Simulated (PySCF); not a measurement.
Compound: C7H8N2.
Geometry (GFN2-xTB, Å), atoms numbered from 1 in this order:
```
atom  x, y, z in Å
N1     2.627    2.678    0.540
C2     2.418    1.587    0.242
C3     2.121    0.283   -0.081
N4     2.365   -0.728   -0.802
C5     1.279   -0.892    0.187
C6    -0.156   -0.930   -0.261
C7    -0.638    0.197   -1.191
C8    -1.829    0.448   -0.254
C9    -1.192   -0.481    0.791
H10    1.512   -1.500    1.057
H11   -0.376   -1.922   -0.662
H12    0.054    1.039   -1.231
H13   -0.878   -0.101   -2.209
H14   -1.975    1.479    0.058
H15   -2.766    0.062   -0.648
H16   -1.833   -1.265    1.187
H17   -0.739    0.059    1.621
```

Computed at PBE0/pcSseg-1 (PySCF, non-relativistic), with Q(14N) = 0.02044 b: N1, 14N (I = 1): χzz = -4.889 MHz, η = 0.282; N4, 14N (I = 1): χzz = 3.094 MHz, η = 0.898.

Task: Where would the pure quadrupole (NQR) lines of 14N at N1 fall for the rigid, isolated species?

Result: From ν± = (3/4)|χ|(1 ± η/3) and ν0 = |χ|η/2: ν+ 4.011 MHz, ν− 3.322 MHz, ν0 0.689 MHz (nitrile nitrogen).

Task: Where would the pure quadrupole (NQR) lines of 14N at N4 fall for the rigid, isolated species?

Result: From ν± = (3/4)|χ|(1 ± η/3) and ν0 = |χ|η/2: ν+ 3.015 MHz, ν− 1.626 MHz, ν0 1.389 MHz (C=N nitrogen).

In a crystal, neighbours and librations shift these lines. GFN2-xTB bond lengths can be off by several hundredths of an ångström, more for odd bonds, and the gradients follow them. With a basis this small, the couplings can be 20 % off.

One conformer stands for the species.
